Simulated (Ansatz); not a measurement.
Calculation: PBE0-D3(BJ)/def2-TZVP in Ansatz (a first-principles code). No frequencies were computed at this level.

Ansatz 0.2 input:
```yaml
crystal:
  periodic: [false, false, false]
  atoms:
    - { symbol: Br, position_ang: [1.811745, -0.494787, 0.037739] }
    - { symbol: B, position_ang: [0.000118, -0.000012, -0.000011] }
    - { symbol: Br, position_ang: [-0.477664, 1.816536, -0.009944] }
    - { symbol: Br, position_ang: [-1.334199, -1.321736, -0.027783] }
basis:
  gaussian: { orbitals: def2-tzvp }
hamiltonian:
  xc: pbe0
  dispersion: d3bj
relax:
  max_steps: 150
```

Output:

```
Functional definition: PBE0
1408 factors; their error is unknown
mean field evaluation 1: about -210791.3880 eV, gradient 1.4e1 eV
mean field evaluation 2: about -210791.1333 eV, gradient 1.6e1 eV
mean field evaluation 4: about -210791.7750 eV, gradient 4.7e-1 eV
mean field evaluation 8: about -210793.0818 eV, gradient 6.7e-1 eV
mean field evaluation 16: about -210793.0822 eV, gradient 1.2e-5 eV
mean field -210793.08218161 eV, -7746.5028894914 hartree, gradient 1.2e-5 eV, S^2 0.000000; 0 other end points of the search recorded, 0 dependent functions left out
reference -210793.08220666 eV, -7746.5028904119 hartree; 55, 55 occupied and 120, 120 virtual orbitals, 1408 factors
relax step   1: F+E_penalty+E_count = -210793.22418101 eV  Δ(F+E_penalty+E_count) = +0.000e0 eV  max|allowed force component| = 4.323e-1 eV/Å  Δτ_max = 0.0000 Å  (25 SCF iters, accepted)
these checks for a lower state are left out or cut short: starts, cluster_reference, orbital_swaps, neighbouring_geometries, increment
1408 factors; their error is unknown
mean field -210793.09394728 eV, -7746.5033218716 hartree, gradient 4.4e-6 eV, S^2 0.000000; 0 other end points of the search recorded, 0 dependent functions left out
reference -210793.09397240 eV, -7746.5033227949 hartree; 55, 55 occupied and 120, 120 virtual orbitals, 1408 factors
relax step   2: F+E_penalty+E_count = -210793.23539254 eV  Δ(F+E_penalty+E_count) = -1.121e-2 eV  max|allowed force component| = 1.048e-1 eV/Å  Δτ_max = 0.0137 Å  (30 SCF iters, accepted)
these checks for a lower state are left out or cut short: starts, cluster_reference, orbital_swaps, neighbouring_geometries, increment
1408 factors; their error is unknown
mean field -210793.09486363 eV, -7746.5033555468 hartree, gradient 4.4e-6 eV, S^2 0.000000; 0 other end points of the search recorded, 0 dependent functions left out
reference -210793.09488877 eV, -7746.5033564709 hartree; 55, 55 occupied and 120, 120 virtual orbitals, 1408 factors
relax step   3: F+E_penalty+E_count = -210793.23612322 eV  Δ(F+E_penalty+E_count) = -7.307e-4 eV  max|allowed force component| = 1.737e-3 eV/Å  Δτ_max = 0.0045 Å  (30 SCF iters, accepted)
1408 factors; their error is unknown
mean field evaluation 32: about -210791.7887 eV, gradient 3.0e-4 eV
mean field -210793.09486363 eV, -7746.5033555468 hartree, gradient 4.4e-6 eV, S^2 0.000000; 1 other end points of the search recorded, 0 dependent functions left out
reference -210793.09488877 eV, -7746.5033564709 hartree; 55, 55 occupied and 120, 120 virtual orbitals, 1408 factors
Total energy: -210793.23614837 eV, -7746.5085476652 hartree
Atom 0 at     1.829039    -0.499478     0.038105 Å, force     0.001150    -0.000220    -0.000057 eV/Å
Atom 1 at     0.000028    -0.000000    -0.000031 Å, force     0.000061     0.000036     0.000243 eV/Å
Atom 2 at    -0.482112     1.834008    -0.010031 Å, force    -0.000060     0.001737    -0.000082 eV/Å
Atom 3 at    -1.346955    -1.334529    -0.028043 Å, force    -0.001150    -0.001552    -0.000104 eV/Å
Dipole moment:    -0.000004    -0.000001    -0.000003 e Å
```

Cost: roughly 40 core-seconds.
